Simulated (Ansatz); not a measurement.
Start from `CC(F)=C=C[SiH3]` and change one atom or group to get `FC(Cl)=C=C[SiH3]`.

Ansatz, PBE0-D4/def2-TZVP geometries, multiplicity 1. 

| property | `CC(F)=C=C[SiH3]` |
| --- | --- |
| LUMO energy (ωB97M-V/def2-TZVPP) / eV | 1.33 |
| size of the dipole moment (PBE/def2-TZVPP) / D | 1.52 |
| HOMO–LUMO gap (PBE/def2-TZVPP) / eV | 3.94 |
| HOMO energy (PBE0/def2-TZVPP) / eV | -6.93 |
| LUMO energy (B3LYP/def2-TZVPP) / eV | -1.00 |
| HOMO–LUMO gap (PBE0/def2-TZVPP) / eV | 6.13 |

Task: What does the change do to each property? (Estimate.)

Result: Computed: 
```csv
property,`FC(Cl)=C=C[SiH3]`,shift
LUMO energy (ωB97M-V/def2-TZVPP) / eV,0.71,-0.62
size of the dipole moment (PBE/def2-TZVPP) / D,1.58,0.06
HOMO–LUMO gap (PBE/def2-TZVPP) / eV,3.57,-0.37
HOMO energy (PBE0/def2-TZVPP) / eV,-7.18,-0.25
LUMO energy (B3LYP/def2-TZVPP) / eV,-1.62,-0.62
HOMO–LUMO gap (PBE0/def2-TZVPP) / eV,5.73,-0.40
```

With PBE0 the HOMO falls by 0.25 eV and the LUMO falls by 0.64 eV, so the gap narrows by about 0.39 eV. PBE moves the HOMO by -0.23 eV and ωB97M-V by -0.21 eV. Dipoles are sizes alone; their direction can turn.

B3LYP here is the variant with VWN-RPA as its local correlation; programs differ in this.
